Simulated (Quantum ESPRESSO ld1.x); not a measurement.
Question: These are the eigenvalues of the occupied orbitals of an atom or ion with whole-number occupations (eV). All-electron calculation, non-relativistic Kohn-Sham, LDA (Slater exchange, Perdew-Zunger correlation), spin-polarised, spherical densities, point nucleus. Program: ld1.x of Quantum ESPRESSO 7.5.

1s up: -1880.11
1s down: -1878.22
2s up: -230.324
2s down: -227.302
2p up: -189.539
2p down: -186.138

Which element is it, and in what charge state? The configuration may be excited. Open shells, if any, are filled with parallel spins first.

Answer: Z = 14, silicon, charge +5: Si5+ in [He] 2s2 2p5. The list shows which subshells hold electrons but not how many an open one holds; the 1s level, -69.093 hartree, gives Z - s = 11.8 by -(Z - s)^2/2, which with screening narrows Z to a few neighbours, and the depths of the outer levels then fix element, charge and occupations together.
